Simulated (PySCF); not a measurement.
C3H3, SMILES c1c[cH+]1, charge +1.

Coordinates come from a PBE-D3(BJ)/def2-TZVP optimisation.

The numbers are results of PySCF with M06-2X/def2-TZVPD, not measurements.

Symmetry labels are those of the subgroup C2v that the program uses (full group D3h).

Computed valence orbital energies around the gap with their symmetry:
| orbital | symmetry | energy (eV) |
|---|---|---|
| HOMO−7 | A1 | -295.93 |
| HOMO−6 | A1 | -35.73 |
| HOMO−5 | A1 | -25.50 |
| HOMO−4 | B1 | -25.50 |
| HOMO−3 | A1 | -23.64 |
| HOMO−2 | B2 | -19.73 |
| HOMO−1 | A1 | -18.91 |
| HOMO | B1 | -18.90 |
| LUMO | A2 | -6.80 |
| LUMO+1 | B2 | -6.80 |
| LUMO+2 | A1 | -3.71 |
| LUMO+3 | B1 | -3.46 |
